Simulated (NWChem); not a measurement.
System: BNH₂BrF; SMILES B(F)(Br)N

```xyz
6

B     -0.0100     0.9321     0.0000
F     -1.1745     1.5693     0.0000
Br    -0.0243    -0.9989     0.0000
N      1.1881     1.6343     0.0000
H      2.0910     1.1825     0.0000
H      1.2106     2.6462     0.0000
```
Atoms are numbered in this order, from 1.

Computed with NWChem. Pople sets run with spherical d functions. The geometry was optimised at PBE0/def2-SVP. GIAO values for the isolated, static molecule; σ is the absolute isotropic shielding, δ = σ(reference) − σ with the isolated reference molecule computed at the same levels (11B: boron trifluoride, 19F: trichlorofluoromethane, 1H: tetramethylsilane, 15N: ammonia). Spin-orbit effects, on the heavy nuclei and on their neighbours, are missing.

For level B3LYP/6-31G*:

```yaml
"δ F2 (ppm)": -79.1
"σ Br3 (ppm)": 2624.4
"δ N4 (ppm)": 66.5
"δ H5 (ppm)": 2.54
"δ H6 (ppm)": 2.51
```

**Question.** How do the values read with level PBE0/pcSseg-1 instead?

**Answer.** The δ F2 (ppm) is -86.5 and the σ Br3 (ppm) is 2556.2. The δ N4 (ppm) comes out as 85.2 and the δ H5 (ppm) comes out as 3.15. The δ H6 (ppm) is 3.15.
